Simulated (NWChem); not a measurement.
All runs are NWChem calculations. System: I$_{2}$Sn, charge -1, spin multiplicity 2, at the geometry of a parent with another charge or spin, in a state set for the comparison that need not be this species' ground state. Its SCF solution wasn't tested for a lower state. Level: UHF/def2-SVPD with def2 effective core potentials on Sn, I.

Job file:

```
start mol
memory heap 200 mb stack 900 mb global 1100 mb
charge -1
geometry units angstroms nocenter noautoz
  Sn     0.000000     0.000000    -1.187997
  I     -2.116140     0.000000     0.560376
  I      2.116140     0.000000     0.560376
  symmetry group C2v
end
basis spherical
  * library def2-svpd
end
ecp
  Sn library def2-ecp
  I library def2-ecp
end
scf
  uhf
  nopen 1
  maxiter 100
  thresh 1e-7
  semidirect memsize 60000000 filesize 0
  # guess.movecs holds the orbitals of an unrestricted PBE0 run
  vectors input guess.movecs output mol.movecs
end
task scf energy
```

Part of the output:

```
             Northwest Computational Chemistry Package (NWChem) 7.3.0
             --------------------------------------------------------

                                NWChem Input Module
                                -------------------

 Scaling coordinates for geometry "geometry" by  1.889725989
 (inverse scale =  0.529177249)

 Turning off AUTOSYM since
 SYMMETRY directive was detected!

                             Geometry "geometry" -> ""
                             -------------------------

 Output coordinates in angstroms (scale by  1.889725989 to convert to a.u.)

  No.       Tag          Charge          X              Y              Z
 ---- ---------------- ---------- -------------- -------------- --------------
    1 Sn                  50.0000     0.00000000     0.00000000    -1.18799700
    2 I                   53.0000    -2.11614000     0.00000000     0.56037600
    3 I                   53.0000     2.11614000     0.00000000     0.56037600

 Effective nuclear repulsion energy (a.u.)    1372.9573907043

            Nuclear Dipole moment (a.u.)
            ----------------------------
        X                 Y               Z
 ---------------- ---------------- ----------------
     0.0000000000     0.0000000000     0.0000113384

      Symmetry information
      --------------------

 Group name             C2v
 Group number             16
 Group order               4
 No. of unique centers     2

      Symmetry unique atoms

     1    2


 Summary of "ao basis" -> "" (spherical)
 ------------------------------------------------------------------------------
       Tag                 Description            Shells   Functions and Types
 ---------------- ------------------------------  ------  ---------------------
 *                         def2-svpd                  on all atoms

 Summary of "ao basis" -> "ao basis" (spherical)
 ------------------------------------------------------------------------------
       Tag                 Description            Shells   Functions and Types
 ---------------- ------------------------------  ------  ---------------------
[...]
 Vector   39  Occ=0.000000D+00  E= 1.887283D-01  Symmetry=b2
              MO Center= -3.4D-13,  5.7D-15, -8.0D-01, r^2= 1.3D+01
   Bfn.  Coefficient  Atom+Function         Bfn.  Coefficient  Atom+Function
  ----- ------------  ---------------      ----- ------------  ---------------
    51      0.577221  2 I  py                86      0.577221  3 I  py
    29     -0.420931  1 Sn d -1              13      0.264254  1 Sn py
    48     -0.252530  2 I  py                83     -0.252530  3 I  py

 center of mass
 --------------
 x =   0.00000000 y =   0.00000000 z =   0.01096558

 moments of inertia (a.u.)
 ------------------
         878.787107773779           0.000000000000           0.000000000000
           0.000000000000        4937.417013778257           0.000000000000
           0.000000000000           0.000000000000        4058.629906004478

  Mulliken analysis of the total density
  --------------------------------------

    Atom       Charge   Shell Charges
 -----------   ------   -------------------------------------------------------
    1 Sn  22    21.73   1.60  0.43  1.19  0.58  0.04  3.26  2.74  1.03  0.76  9.77  0.34 -0.01
    2 I   25    25.63   1.83  0.22  1.18  0.74  0.02  2.93  3.13  2.57  2.85  0.13  9.82  0.20  0.01
    3 I   25    25.63   1.83  0.22  1.18  0.74  0.02  2.93  3.13  2.57  2.85  0.13  9.82  0.20  0.01

  Mulliken analysis of the alpha density
  --------------------------------------

    Atom       Charge   Shell Charges
 -----------   ------   -------------------------------------------------------
    1 Sn  22    11.39   0.80  0.21  0.59  0.32  0.01  1.62  1.38  0.72  0.66  4.88  0.18  0.01
    2 I   25    12.81   0.91  0.11  0.59  0.37  0.01  1.46  1.56  1.29  1.42  0.06  4.91  0.10  0.01
    3 I   25    12.81   0.91  0.11  0.59  0.37  0.01  1.46  1.56  1.29  1.42  0.06  4.91  0.10  0.01

   Mulliken analysis of the beta density
   -------------------------------------

    Atom       Charge   Shell Charges
 -----------   ------   -------------------------------------------------------
    1 Sn  22    10.35   0.80  0.21  0.60  0.26  0.04  1.64  1.36  0.30  0.10  4.89  0.16 -0.01
    2 I   25    12.83   0.91  0.11  0.59  0.37  0.01  1.46  1.56  1.28  1.44  0.07  4.91  0.10  0.01
    3 I   25    12.83   0.91  0.11  0.59  0.37  0.01  1.46  1.56  1.28  1.44  0.07  4.91  0.10  0.01

   Mulliken analysis of the spin density
   -------------------------------------

    Atom       Charge   Shell Charges
 -----------   ------   -------------------------------------------------------
    1 Sn  22     1.04   0.00  0.00 -0.02  0.07 -0.03 -0.02  0.02  0.42  0.55 -0.02  0.03  0.02
    2 I   25    -0.02  -0.00  0.00  0.00 -0.00 -0.00 -0.00  0.00  0.01 -0.02 -0.01 -0.00  0.00  0.00
    3 I   25    -0.02  -0.00  0.00  0.00 -0.00 -0.00 -0.00  0.00  0.01 -0.02 -0.01 -0.00  0.00  0.00

       Multipole analysis of the density wrt the origin
       ------------------------------------------------

     L   x y z        total         alpha         beta         nuclear
     -   - - -        -----         -----         ----         -------
     0   0 0 0     -1.000000    -37.000000    -36.000000     72.000000

     1   1 0 0     -0.000000     -0.000000     -0.000000      0.000000
     1   0 1 0      0.000000      0.000000     -0.000000      0.000000
     1   0 0 1     -0.275326     -0.892062     -2.941365      3.558101

     2   2 0 0    -79.769868   -441.406767   -437.933060    799.569959
     2   1 1 0     -0.000000     -0.000000      0.000000      0.000000
     2   1 0 1     -0.000000     -0.000000     -0.000000      0.000000
     2   0 2 0    -66.232005    -36.919729    -29.312277      0.000000
     2   0 1 1      0.000000      0.000000     -0.000000      0.000000
     2   0 0 2    -68.141177   -121.055088   -114.035039    166.948950

 Task  times  cpu:        1.3s     wall:        1.3s

 Total times  cpu:        1.4s     wall:        1.4s
```
